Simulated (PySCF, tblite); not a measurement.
Compound: C8H6FP.
Atom-mapped SMILES: `[F:1][c:2]1[cH:3][pH:4][c:5]2[cH:6][cH:7][cH:8][cH:9][c:10]12` (hydrogens: H11 on C3; H12 on P4; H13 on C6; H14 on C7; H15 on C8; H16 on C9)

Structure used (GFN2-xTB), in Å, numbered top down from 1:
```xyz
16
C8H6FP angstrom
F      1.8729   -2.3715   -0.3668
C      1.6316   -1.0599   -0.2056
C      2.5966   -0.1410   -0.0505
P      1.9103    1.5325    0.0169
C      0.2330    0.8183    0.0229
C     -0.9832    1.4737    0.1031
C     -2.1524    0.7345    0.0221
C     -2.1130   -0.6414   -0.1602
C     -0.9045   -1.3065   -0.2578
C      0.2707   -0.5743   -0.1637
H      3.6518   -0.3499   -0.0718
H      2.0037    1.6856    1.4059
H     -1.0180    2.5454    0.2316
H     -3.1060    1.2359    0.0946
H     -3.0362   -1.1974   -0.2267
H     -0.8650   -2.3753   -0.4056
```

Method: PBE0/pcSseg-1 in PySCF (dipole) on a GFN2-xTB geometry, gas phase.

Take the most abundant isotopes and a rigid rotor. 

Give the principal moments of inertia and the rotational constants in cm⁻¹.

Ia = 283.94, Ib = 430.62, Ic = 710.77 u·Å²; 505379 MHz·u·Å²/I gives 1780, 1174 and 711.0 MHz, that is A = 0.05937, B = 0.03915, C = 0.02372 cm⁻¹.

What kind of rotor is it?

An asymmetric top. Ray's parameter κ = (2B − A − C)/(A − C) = -0.134; −1 is the prolate and +1 the oblate limit.

What does the inertial defect say?

Not planar: Δ = Ic − Ia − Ib = -3.80 u·Å². For a rigid frame Δ = −2 Σ m c², so Σ m c² = 1.90 u·Å² lies off the ab plane: 1.68 from hydrogen and 0.22 from heavier atoms. The atom farthest from that plane is 1.29 Å away.

Give the other two planar moments, Paa and Pbb, and the rms extents of the mass along the axes.

Paa = Σ m a² = (Ib + Ic − Ia)/2 = 428.72 and Pbb = Σ m b² = (Ia + Ic − Ib)/2 = 282.04 u·Å². With the mass M = 152.02 u, the rms extents √(P/M) along a, b and c are 1.68, 1.36, 0.11 Å.

Predict some low-J microwave lines.

The dipole components are |μa| = 1.16 D, |μb| = 0.68 D, |μc| = 0.63 D. Intensities carry the squares of the components, which stand as 1.00 : 0.35 : 0.29 (a : b : c). Some lines, for components of 0.1 D or more:

```tsv
type	branch	J(Ka,Kc)	MHz	lower level (cm⁻¹)
c	Q	2(1,2) ← 2(0,2)	325	0.183
a	Q	1(1,0) ← 1(1,1)	463	0.083
c	Q	1(1,1) ← 1(0,1)	606	0.063
b	Q	1(1,0) ← 1(0,1)	1069	0.063
a	Q	2(1,1) ← 2(1,2)	1388	0.193
b	Q	2(1,1) ← 2(0,2)	1713	0.183
c	Q	2(2,1) ← 2(1,1)	1819	0.240
a	R	1(0,1) ← 0(0,0)	1885	0.000
b	Q	2(2,0) ← 2(1,1)	2000	0.240
b	R	1(1,1) ← 0(0,0)	2491	0.000
c	R	1(1,0) ← 0(0,0)	2953	0.000
b	R	2(0,2) ← 1(1,1)	2981	0.083
b	Q	2(2,1) ← 2(1,2)	3206	0.193
a	R	2(1,2) ← 1(1,1)	3307	0.083
a	R	2(0,2) ← 1(0,1)	3588	0.063
b	R	2(1,2) ← 1(0,1)	3913	0.063
a	R	2(1,1) ← 1(1,0)	4232	0.099
c	R	2(1,1) ← 1(0,1)	5301	0.063
b	R	2(2,1) ← 1(1,0)	6051	0.099
c	R	2(2,0) ← 1(1,0)	6232	0.099
c	R	2(2,1) ← 1(1,1)	6513	0.083
b	R	2(2,0) ← 1(1,1)	6695	0.083
```

Its GFN2-xTB frequencies are all real (lowest 130 cm⁻¹). No vibrational averaging or centrifugal distortion is included, and the geometry carries the error of its method.
